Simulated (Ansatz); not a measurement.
C4H4S (SMILES c1ccsc1): geometry of the low-spin state from B3LYP-D3(BJ)/def2-TZVP.
(charge 0, multiplicity 1):
```xyz
9

C      0.4640    -1.2066     0.6623
C     -0.9331    -0.9928     0.5035
C     -1.2141     0.1806    -0.1352
S      0.2202     1.0323    -0.5471
C      1.2119    -0.1907     0.1406
H      0.8921    -2.0749     1.1418
H     -1.6928    -1.6793     0.8480
H     -2.1793     0.5889    -0.3848
H      2.2848    -0.0942     0.1226
```
The high-spin state stands at its own minimum; R- takes a restricted low-spin state.

The values were computed with Ansatz (Gaussian basis) for Hartree–Fock, density functionals and correlated methods. 

The gap E(multiplicity 1) − E(multiplicity 3) (kcal/mol) and the share of exact exchange:

```csv
functional,exact exchange (%),value
R-PBE/def2-TZVPP,0,-75.10
R-PBE0/def2-TZVPP,25,-73.38
R-B3LYP/def2-TZVPP,20,-73.95
R-BHLYP/def2-TZVPP,50,-70.66
R-r2SCAN/def2-TZVPP,0,-71.11
```

### Question
Take the value as linear in the share of exact exchange along PBE and PBE0. Give the slope, say whether the sign turns, and set the other functionals against that line.

### Answer

Slope: (-73.38 − (-75.10))/2.5 = 0.69 kcal/mol for each 10 %. The line keeps its sign from 0 to 100 %. At 50 % it gives -71.7 kcal/mol. From B3LYP to BHLYP the slope is (-70.66 − (-73.95))/3 = 1.10 for each 10 %. BHLYP, at 50 %, lies 1.0 from the PBE line. B3LYP, at 20 %, lies -0.2 from the PBE line. r2SCAN, with none, stands 4.0 from PBE.

Ansatz is a quantum-chemistry and plane-wave program.
